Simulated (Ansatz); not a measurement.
Relaxation of BFH₄O₂ (8 atoms, charge 0, multiplicity 1), to a largest force component of 0.03 eV/Å in at most 50 steps.

The calculation used RKS B3LYP-D4/def2-SVP in Ansatz 0.2.0.

```xyz
8
Properties=species:S:1:pos:R:3
B 0.117 0.461 -0.203
F -0.125 -0.418 2.154
O 1.345 0.000 -0.551
H 1.333 -0.886 -0.931
H -0.915 -0.103 -0.460
O 0.031 1.717 0.381
H 0.915 2.102 0.480
H -0.389 0.472 2.149
```

Task: Where does it end, and by what steps?

Result: The forces met the threshold. After 8 steps the energy has fallen by 0.118 eV; F2 moved furthest, 0.51 Å.

| step | energy less start (eV) | largest force component (eV/Å) | accepted |
| --- | --- | --- | --- |
| 0 | 0.0000 | 0.737 | yes |
| 1 | -0.0069 | 2.361 | yes |
| 2 | -0.0925 | 1.015 | yes |
| 3 | -0.0590 | 0.975 | no |
| 4 | -0.1149 | 0.125 | yes |
| 5 | -0.0742 | 0.911 | no |
| 6 | -0.1168 | 0.087 | yes |
| 7 | -0.1173 | 0.053 | yes |
| 8 | -0.1180 | 0.021 | yes |

```xyz
8
Properties=species:S:1:pos:R:3
B 0.149 0.385 -0.253
F -0.333 -0.154 2.543
O 1.373 0.037 -0.716
H 1.374 -0.769 -1.246
H -0.863 -0.215 -0.503
O 0.049 1.505 0.535
H 0.908 1.940 0.650
H -0.346 0.616 2.008
```

Whether the end is a true minimum wasn't checked by a vibrational analysis.

Time of the run: 11 s on 2 threads of Arm Neoverse V2, on a shared host, peak memory 0.14 GiB.
